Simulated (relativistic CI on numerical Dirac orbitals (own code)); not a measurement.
# Crystal-field levels of Sm2+, 4f6

Calculated by Dirac-Coulomb-Breit CI, KLI orbitals optimised for each configuration, a model potential for QED, valence Slater integrals scaled by 0.85, one configuration in a parametric crystal field (own radial code).

Field parameters in Wybourne normalisation; cubic f-shell fields have B⁴₄ = √(5/14) B⁴₀ and B⁶₄ = −√(7/2) B⁶₀. The field is a parameter set, without covalency.

S and J are read from ⟨S²⟩ = S(S + 1) and ⟨J²⟩ = J(J + 1) of each level; they are not fictitious spins.

Oh, B40 = 380, B60 = 120 cm⁻¹, the lowest 16 levels:

```tsv
E (cm⁻¹)	Degeneracy	Irrep	S	J
0.0	1	A1	2.95	0.02
293	3	T1	2.96	1.01
780	2	E	2.97	2.01
838	3	T2	2.97	2.01
1488	1	A2	2.98	3.00
1490	3	T2	2.98	3.00
1516	3	T1	2.98	3.00
2237	3	T2	2.98	4.00
2295	1	A1	2.98	4.00
2316	3	T1	2.98	4.00
2332	2	E	2.98	4.00
3121	3	T1	2.98	5.00
3132	3	T2	2.98	5.01
3138	2	E	2.98	5.00
3202	3	T1	2.98	5.00
4009	2	E	2.97	6.00
```

D4h, B20 = -510, B40 = 130, B44 = -540, B60 = -140, B64 = 400 cm⁻¹, the lowest 16 levels:

| E (cm⁻¹) | Degeneracy | Irrep | S | J |
| --- | --- | --- | --- | --- |
| 0.0 | 1 | A1 | 2.95 | 0.18 |
| 201 | 1 | A2 | 2.96 | 1.05 |
| 348 | 2 | E | 2.96 | 1.06 |
| 780 | 1 | A1 | 2.97 | 2.00 |
| 789 | 1 | B2 | 2.97 | 2.06 |
| 810 | 2 | E | 2.97 | 2.02 |
| 960 | 1 | B1 | 2.97 | 2.01 |
| 1488 | 1 | B1 | 2.98 | 3.06 |
| 1496 | 1 | A2 | 2.98 | 3.01 |
| 1501 | 2 | E | 2.98 | 3.01 |
| 1529 | 1 | B2 | 2.98 | 2.99 |
| 1552 | 2 | E | 2.98 | 3.02 |
| 2206 | 1 | B1 | 2.98 | 3.98 |
| 2262 | 2 | E | 2.98 | 3.99 |
| 2284 | 1 | A1 | 2.98 | 4.02 |
| 2288 | 1 | A2 | 2.98 | 4.02 |

The next free-ion level lies 293 cm⁻¹ above the lowest; the ground level cannot split, and the field only mixes in higher J.

Levels of this model without a field, named by their leading LS term: 7F_0 0, 7F_1 293, 7F_2 816, 7F_3 1499, 7F_4 2289, 7F_5 3147, 7F_6 4045, 5D_0 14383 cm⁻¹.
